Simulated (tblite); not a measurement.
Problem. Give a GFN2-xTB geometry of `C/C=[C]\[C@H](C#N)/C=N/C` [radical]. (Doublet state.)

Solution. 
```
atom  x, y, z in Å
C1     3.2125    0.4149    0.0552
C2     2.1584    0.1579    1.1130
C3     0.9723   -0.3342    0.9724
C4    -0.0661   -0.8545    0.0807
C5     0.4532   -0.8989   -1.2737
N6     0.9035   -0.8965   -2.3261
C7    -1.2944    0.0222    0.0774
N8    -2.4202   -0.4860    0.2772
C9    -3.6019    0.3123    0.2679
H10    4.0894   -0.1937    0.2710
H11    3.5056    1.4628    0.0870
H12    2.8423    0.1716   -0.9356
H13    2.4935    0.4237    2.1130
H14   -0.3592   -1.8702    0.3770
H15   -1.1173    1.0898   -0.1156
H16   -4.1065    0.1796    1.2256
H17   -4.2614   -0.0743   -0.5102
H18   -3.4125    1.3799    0.0924
```

Any rigid rotation of these coordinates is as good. Atoms count from 1 in this order. The 3 C–N bonds span 1.145 Å (C5≡N6, drawn triple) to 1.426 Å (N8–C9, drawn single), a spread of 0.281 Å. C2 (carbon bonded to 2 C and H) is planar (angles 128.9°, 118.4° and 112.7°, sum 360.0°, 0.01 Å off the plane of its three neighbours). C7 (carbon bonded to C, N and H) is planar (angles 124.6°, 119.7° and 115.7°, sum 360.0°, 0.00 Å off the plane of its three neighbours). Of the pairs four or more bonds apart, C5···H12 is among the closest relative to their van der Waals radii: 2.64 Å, 91 % of the sum of Bondi's values.

Bonds between heavy atoms (Å): C1–C2 1.515, C2=C3 1.292, C3–C4 1.464, C4–C5 1.451, C5≡N6 1.145, C4–C7 1.509, C7=N8 1.251, N8–C9 1.426.

Computed geometry: GFN2-xTB, gas phase. This method treats the open shell by occupation alone, without spin polarisation.

Point group: C1 (no symmetry element, even within 0.4 Å). Its lowest GFN2-xTB frequency is 12i cm⁻¹, too small to tell a flat minimum from a shallow saddle. Torsions: C2–C3–C4–C5 4°, C3–C4–C7–N8 -128°.

On Arm Neoverse V2, one thread, shared host with 192 logical CPUs at a one-minute load of 22, this took 0.83 s. These figures are those of the optimisation.

One conformer stands for the species.
